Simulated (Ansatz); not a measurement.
Gas-phase electronic energies from Ansatz, PBE0-D4/def2-TZVP geometries. CCSD(T)/CBS is the MP2 limit (def2-TZVPP, def2-QZVPP) plus CCSD(T) − MP2 in def2-TZVPP, frozen cores. This one scheme is used for every species, atoms too. Functionals use def2-TZVPP. B3LYP here is the variant with VWN-RPA as its local correlation; programs differ in this. No spin–orbit coupling; open shells (•) take unrestricted orbitals. Spin–orbit coupling would lower the free atoms: a little for C, Cl, O, Si. Each species was taken in one conformer, which may not be the lowest.

Consider the atomization: `C=C[Si](N)(Cl)O[SiH3]` → 2 C• + Cl• + 8 H• + N• + O• + 2 Si•.

`C=C[Si](N)(Cl)O[SiH3]`:

Cartesian coordinates in Å:
```
C -0.929 1.052 -2.108
C -0.763 1.566 -0.893
Si -0.098 0.596 0.523
N 1.245 1.371 1.209
Cl -1.465 0.463 2.062
O 0.160 -0.920 -0.018
Si 0.302 -2.472 0.489
H -0.687 0.016 -2.321
H -1.314 1.641 -2.937
H -1.021 2.610 -0.724
H 1.486 1.252 2.179
H 2.029 1.659 0.648
H 0.913 -3.251 -0.616
H -1.032 -3.033 0.816
H 1.174 -2.550 1.690
```

```
             level  ΔE (kJ/mol)  difference from CCSD(T)/CBS
         r2SCAN-D4       5728.3                        -11.3
           PBE0-D4       5705.0                        -34.6
          B3LYP-D4       5723.1                        -16.5
           ωB97X-V       5751.0                         11.4
           ωB97M-V       5752.7                         13.1
            B2PLYP       5659.2                        -80.4
            r2SCAN       5716.9                        -22.7
              PBE0       5667.5                        -72.1
             B3LYP       5653.3                        -86.3
     HF/def2-TZVPP       4211.4                      -1528.2
    MP2/def2-TZVPP       5669.9                        -69.7
   CCSD/def2-TZVPP       5489.0                       -250.6
CCSD(T)/def2-TZVPP       5571.5                       -168.1
     HF/def2-QZVPP       4224.3                      -1515.3
    MP2/def2-QZVPP       5770.8                         31.2
     MP2/CBS(def2)       5838.0                         98.4
       CCSD(T)/CBS       5739.6                            0
```

Largest T1 diagnostic among the species: 0.012.

The D4 term adds +69.8 kJ/mol with B3LYP and +37.6 kJ/mol with PBE0; it sums over pairs of atoms, weighted by their polarisabilities, and B3LYP, whose exchange is more repulsive, gets the larger term. From PBE to PBE0 (25 % exact exchange), in def2-TZVPP and without D4, ΔE moves by −74.9 kJ/mol: exact exchange takes away binding that semilocal exchange gives to molecules.

For atomizations the MP2-based limit and the directly extrapolated one differ by several kJ/mol either way, and by 10 to 25 for some Ge, Se and Sn compounds, so smaller differences from it don't rank the levels.
